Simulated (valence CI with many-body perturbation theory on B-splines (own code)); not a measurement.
Ba XVI: what each term of the Hamiltonian does

Calculated by valence CI with perturbative core correlation (CI+MBPT): five valence electrons over a frozen Dirac-Fock core [Kr], radial functions for each j: 7 s, 7 p, 8 d, 6 f, 4 g, 1 h, with the one-electron correlation potential Σ1 (screened to all orders), the two-electron term Σ2, the three-electron term Σ3, Breit, model QED; selected single and double excitations, second order for the rest (own B-spline code, finite nucleus).

No measured spectrum was set against this ion. As an estimate, terms of the open shell hold to 2 to 4 % of their energy, and close levels can change places. Core correlation moves these levels by up to 12000 cm⁻¹, and in measured spectra 5 to 20 % of such shifts remained as error; rates that hang on mixing are uncertain with them. Among the levels kept, up to 310 cm⁻¹ of a level comes from second order outside the variational space, and about a tenth of that is noise between levels of different J, which matters for small intervals. Only levels of the ground parity were solved; by the run's estimate the other parity begins above the list, which can be wrong where configurations are misplaced.

Each rung adds one term. CI alone is the Dirac-Coulomb CI over the frozen core; QED comes last and gives the full result, which names the levels. Energies are above (4d3/2^3 4d5/2^2) J=5/2 [a] on the same rung, in cm⁻¹.

Levels are named by their leading jj configuration (3d3/2^4 stands for four electrons in 3d with j = 3/2), which in mixed levels can hold well under half, so a name can repeat and another be missing. Letters in brackets count levels of one name in rising energy.

```csv
Level,CI alone,Σ1,Σ2,Σ3,Breit,QED,Full
(4d3/2^4 4d5/2) J=5/2,39777,-171,-2572,-2482,+500,-48,35003
(4d3/2^3 4d5/2^2) J=7/2 [a],52138,+95,-3499,-2196,-34,-0.7,46504
(4d3/2^3 4d5/2^2) J=3/2,52843,+48,-1570,-2634,+121,-5.8,48802
(4d3/2^3 4d5/2^2) J=11/2,55228,+165,-4048,-2060,-330,+8.7,48963
(4d3/2^3 4d5/2^2) J=5/2 [b],55312,+191,-2501,-2208,-147,+20,50667
(4d3/2^3 4d5/2^2) J=9/2,57318,+217,-3788,-2029,-326,+21,51413
(4d3/2^3 4d5/2^2) J=1/2,59635,+152,-926,-2737,-83,+15,56057
(4d3/2^2 4d5/2^3) J=7/2 [a],68313,+311,-3237,-2483,-414,+40,62532
(4d3/2^3 4d5/2^2) J=5/2 [c],71834,+232,-1991,-2838,-253,+27,67012
(4d3/2^2 4d5/2^3) J=11/2,80371,+360,-5681,-2609,-579,+41,71903
(4d3/2^2 4d5/2^3) J=1/2 [a],77029,+431,-1821,-2721,-542,+66,72442
(4d3/2^3 4d5/2^2) J=7/2 [b],82391,+172,-3742,-3994,-115,+7.2,74718
(4d3/2^2 4d5/2^3) J=3/2 [a],79075,+409,-1034,-2699,-559,+63,75255
(4d3/2^2 4d5/2^3) J=9/2 [a],86011,+290,-4254,-3312,-400,+30,78365
(4d3/2^2 4d5/2^3) J=13/2,88546,+469,-6384,-2833,-909,+58,78947
(4d3/2^2 4d5/2^3) J=3/2 [b],84362,+265,-1290,-3288,-275,+36,79810
(4d3/2^2 4d5/2^3) J=5/2 [a],88815,+428,-2283,-3110,-488,+55,83416
(4d3/2^2 4d5/2^3) J=9/2 [b],99738,+427,-2951,-3415,-649,+58,93207
(4d3/2^2 4d5/2^3) J=5/2 [b],98233,+548,-1340,-3245,-812,+93,93477
```

The middle columns are the shifts that each term adds.

Problem. How does the ionisation energy move along the ladder, and which term matters most?

Solution. CI alone 385.87, + Σ1 387.92, + Σ2 390.19, + Σ3 390.20, + Breit 390.24, + QED 390.25 eV. The largest step is Σ2, 2.27 eV. NIST lists 390 ± 3 eV (theoretical).
